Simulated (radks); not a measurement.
The numbers below are computed, except where a source is named.
Polarisability of the rubidium ion Rb+, [Kr], at imaginary frequency. Code: a radial shooting solver on a logarithmic mesh with Libxc functionals. Model: non-relativistic Kohn-Sham, PBE, spin-polarised, spherical densities, point nucleus; relativity is left out, which matters for an element this heavy. Response by self-consistent Sternheimer equations with the Hartree and adiabatic LDA kernel.

| w (hartree) | alpha1(iw) (bohr^3) | alpha2(iw) (bohr^5) |
|---|---|---|
| 0.00266 | 9.524 | 39.74 |
| 0.0143 | 9.521 | 39.73 |
| 0.0360 | 9.504 | 39.68 |
| 0.0697 | 9.450 | 39.52 |
| 0.118 | 9.316 | 39.11 |
| 0.186 | 9.028 | 38.24 |
| 0.280 | 8.478 | 36.53 |
| 0.413 | 7.544 | 33.50 |
| 0.605 | 6.170 | 28.73 |
| 0.892 | 4.484 | 22.24 |
| 1.35 | 2.811 | 14.89 |
| 2.12 | 1.494 | 8.195 |
| 3.59 | 0.6727 | 3.501 |
| 6.94 | 0.2521 | 1.069 |
| 17.5 | 0.06225 | 0.1879 |

Static values: alpha1 = 9.524 bohr^3 (1.411 angstrom^3; uncoupled 14.99), alpha2 = 39.74 bohr^5, alpha3 = 349.0 bohr^7. C6 = 58.00, C8 = 1320, triple-dipole C9 = 402.3 atomic units. One-pole (London) frequency 4 C6 / (3 alpha1^2) = 0.853 hartree, against 0.796 for minus the highest occupied eigenvalue.
